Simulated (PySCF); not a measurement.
A structure optimised at B3LYP-D3(BJ)/def2-TZVP, used in a PySCF frequency run:

```xyz
2

Zn     0.0000     0.0000    -0.7498
Cl     0.0000     0.0000     1.3232
```
Charge +1, spin multiplicity 1.

Problem. Write its SMILES, formula and point group.

Solution. [Cl][Zn+], ClZn, C∞v

Problem. What are its rotational constants (standard atomic weights)?

Solution. 5.1162 GHz (linear rotor, B only)
